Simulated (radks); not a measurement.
Charge is removed step by step from the 4s down level of the molybdenum ion Mo2+, starting from [Ar] 3d10 4s(up 1, down 1) 4p6 4d4. All-electron calculation, scalar-relativistic Kohn-Sham, PBE, spin-polarised, spherical densities, finite nucleus; open shells are filled with parallel spins first (spin-orbit coupling, left out, can overturn this in heavy ions); Fermi nuclear charge, rms radius 4.4091 fm. Program: a radial shooting solver on a logarithmic mesh with Libxc functionals.

removed (e) = 0: E - E(0) (eV) 0.000; eigenvalue (eV) -81.098; E minus straight line (eV) 0.000
removed (e) = 0.25: E - E(0) (eV) 20.712; eigenvalue (eV) -84.662; E minus straight line (eV) -1.377
removed (e) = 0.5: E - E(0) (eV) 42.328; eigenvalue (eV) -88.322; E minus straight line (eV) -1.850
removed (e) = 0.75: E - E(0) (eV) 64.870; eigenvalue (eV) -92.067; E minus straight line (eV) -1.398
removed (e) = 1: E - E(0) (eV) 88.357; eigenvalue (eV) -95.887; E minus straight line (eV) 0.000

Removing the whole electron costs 88.357 eV by Delta-SCF, against 81.098 eV from minus the eigenvalue at the starting occupation. Slater's transition state (half an electron removed) gives 88.322 eV. Integrating minus the eigenvalue over the occupation (Janak's theorem) gives 88.379 eV. In this scalar-relativistic scheme the density is built from large components alone, so the theorem holds only approximately. The mean slope of the eigenvalue, de/dn, is 14.8 eV per electron.
